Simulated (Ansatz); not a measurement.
Stretch profile

GaHCl$_{2}$O (SMILES [OH][Ga]([Cl])[Cl]), singlet, at its PBE0-D4/def2-TZVP minimum:

O1  (0.255, 1.355, 0.246)
Ga2  (0.119, -0.395, 0.057)
Cl3  (1.500, -1.635, 1.058)
Cl4  (-1.408, -1.236, -1.156)
H5  (-0.415, 1.837, -0.246)
(Å)

The bond length Ga2–Cl3 (2.109 Å at the minimum) is set to the values below, with the rest relaxed at PBE0-D4/def2-TZVP at each step. Each method's energies count from its own value at the PBE0-D4 minimum structure. Ansatz 0.2.0; basis: def2-TZVPP; cores frozen in the correlated methods. Filled d shells of the heavier atoms are correlated. The def2 sets are not built for correlating such inner shells, so the correlated values are less sure here. B3LYP uses VWN-RPA correlation.

| bond length (Å) | CCSD(T) (kJ/mol) | B3LYP-D4 (kJ/mol) | PBE0-D4 (kJ/mol) | HF (kJ/mol) |
| --- | --- | --- | --- | --- |
| 1.856 | 85.5 | 86.4 | 79.8 | 91.3 |
| 1.930 | 38.8 | 40.1 | 35.5 | 42.0 |
| 2.037 | 5.9 | 6.7 | 4.9 | 6.7 |
| 2.163 | 1.8 | 0.9 | 2.2 | 1.5 |
| 2.302 | 22.9 | 19.1 | 23.6 | 22.6 |
| 2.451 | 61.1 | 53.4 | 61.1 | 61.7 |
| 2.611 | 109.8 | 97.3 | 108.0 | 111.9 |
| 2.778 | 162.2 | 144.5 | 158.2 | 166.2 |
| 2.953 | 214.6 | 191.9 | 208.3 | 221.2 |

Minimum and curvature along this coordinate at CCSD(T): A fifth-order fit through the nearest points gives 2.115 Å, with a curvature of about 18 eV/Å².

Largest difference from the CCSD(T) curve over the scan: PBE-D4 31.0; r2SCAN-D4 10.0; wB97M-V 4.2; MP2 8.9 kJ/mol. Each curve counts from its own value at the minimum.

No T1 diagnostic of these runs exceeds 0.017.

For scale, one of the runs: CCSD(T)/def2-TZVPP, 177 basis functions (an equivalent command: `ansatz run in.yaml --threads 4`). Hardware: 4 CPU threads, shared host. Wall time 67 s; peak host memory 1.6 GiB.
